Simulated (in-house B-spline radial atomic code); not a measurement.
Radial electron density of Cu VIII (Cu7+), [Ar] 3d4. Method: scalar-relativistic (X2C) Hartree-Fock, spin-polarised, averaged over the determinants with the given up and down occupations, Fermi nucleus of rms radius 3.8823 fm. Calculated with a B-spline radial code for spherical atoms.

One-electron X2C: radii and densities carry no picture-change correction, so inner-shell <1/r> comes out high (for 1s by about 2 % at Z = 33, 5 % at 54, 10 % at 75, 30 % at 118) and <r> low.

Columns: r (bohr), 4πr²n(r) (electrons per bohr), bar.

```
 0.00196   0.9821 #
 0.00233    1.327 #
 0.00277    1.787 ##
  0.0033    2.404 ###
 0.00392    3.202 ####
 0.00467    4.259 #####
 0.00555      5.6 ######
  0.0066    7.306 ########
 0.00786    9.449 ##########
 0.00935    12.04 #############
  0.0111    15.08 #################
  0.0132    18.58 ####################
  0.0157    22.41 #########################
  0.0187    26.38 #############################
  0.0223    30.13 #################################
  0.0265    33.13 ####################################
  0.0316    35.03 ######################################
  0.0375    35.42 #######################################
  0.0447    34.26 ######################################
  0.0532    31.97 ###################################
  0.0632    29.53 ################################
  0.0752    28.15 ###############################
  0.0895    28.96 ################################
   0.107    32.29 ###################################
   0.127    36.71 ########################################
   0.151    40.05 ############################################
   0.179    39.89 ############################################
   0.213    35.18 #######################################
   0.254    27.27 ##############################
   0.302    19.94 ######################
    0.36     16.3 ##################
   0.428    17.06 ###################
   0.509    19.52 #####################
   0.606    20.13 ######################
   0.721    17.19 ###################
   0.857    11.86 #############
    1.02    6.471 #######
    1.21    2.797 ###
    1.44   0.9063 #
    1.72   0.2093 
    2.04  0.03661 
    2.43 0.004132
```

On this grid the curve has 3 maxima, near 0.0375, 0.151, 0.606 bohr.

The 3p up radial function P(r) = rR(r), positive near the nucleus:

```json
{"r (bohr)": "0.00196", "P": "0.001412"}
{"r (bohr)": "0.00277", "P": "0.002655"}
{"r (bohr)": "0.00392", "P": "0.00502"}
{"r (bohr)": "0.00555", "P": "0.009498"}
{"r (bohr)": "0.00786", "P": "0.0179"}
{"r (bohr)": "0.0111", "P": "0.03325"}
{"r (bohr)": "0.0157", "P": "0.06099"}
{"r (bohr)": "0.0223", "P": "0.11"}
{"r (bohr)": "0.0316", "P": "0.1904"}
{"r (bohr)": "0.0447", "P": "0.3118"}
{"r (bohr)": "0.0632", "P": "0.4721"}
{"r (bohr)": "0.0895", "P": "0.6369"}
{"r (bohr)": "0.127", "P": "0.7109"}
{"r (bohr)": "0.179", "P": "0.5506"}
{"r (bohr)": "0.254", "P": "0.04329"}
{"r (bohr)": "0.36", "P": "-0.6945"}
{"r (bohr)": "0.509", "P": "-1.249"}
{"r (bohr)": "0.721", "P": "-1.232"}
{"r (bohr)": "1.02", "P": "-0.7355"}
{"r (bohr)": "1.44", "P": "-0.2484"}
{"r (bohr)": "2.04", "P": "-0.03853"}
```
